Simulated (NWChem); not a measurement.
# BH₂F; SMILES BF

Results from NWChem. The geometry was optimised at B3LYP/6-31G* (spherical d). B3LYP is NWChem's, with the RPA form of VWN correlation. Ions are spin-unrestricted doublets at the neutral geometry; other ion states weren't tried.

```
level               vertical ionisation energy, ΔSCF (eV)  −ε(HOMO) (eV)  ΔSCF minus −ε(HOMO) (eV)
------------------  -------------------------------------  -------------  ------------------------
B3LYP/def2-SVP                                      12.45           9.03                      3.42
PBE/def2-SVP                                        12.05           7.62                      4.43
PBE0/def2-SVP                                         ___            ___                       ___
BHandHLYP/def2-SVP                                  12.69          10.84                      1.85
r2SCAN/def2-SVP                                     12.23           8.03                      4.20
```

Question: Complete the blanks.

Answer: 
- PBE0/def2-SVP, vertical ionisation energy, ΔSCF (eV): 12.42
- PBE0/def2-SVP, −ε(HOMO) (eV): 9.26
- PBE0/def2-SVP, ΔSCF minus −ε(HOMO) (eV): 3.16
